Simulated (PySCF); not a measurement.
## How methods differ on the excitation energy of P

P [Ne] 3s2 3p3 (4S) → P [Ne] 3s1 3p4 (4P), as a difference of total energies. Calculation: PySCF 2.14, in x2c-QZVPPall (9s6p4d2f1g, 70 functions); the spin-free X2C one-electron Hamiltonian (Gaussian nucleus). Correlated levels: valence: [Ne] frozen; valence and next inner shell: 1s2 frozen. The calculations carry no spin-orbit coupling.

```csv
method,excitation energy (eV),error (eV)
UHF,7.982,+0.587
LDA,8.088,+0.693
PBE,7.990,+0.595
PBE0,8.083,+0.688
r2SCAN,7.672,+0.277
r2SCAN0,7.821,+0.426
wB97X,8.452,+1.057
TPSS,7.938,+0.543
CAM-B3LYP,8.257,+0.862
ROHF,8.130,+0.735
MP2 (valence),8.111,+0.716
SCS-MP2 (valence),8.143,+0.748
MP2 (valence and next inner shell),8.229,+0.834
SCS-MP2 (valence and next inner shell),8.233,+0.838
```

Reference: 7.395 eV (measured; NIST levels, between the centres of gravity of the two terms).

Errors of the correlated levels include the incompleteness of this basis and the frozen core.
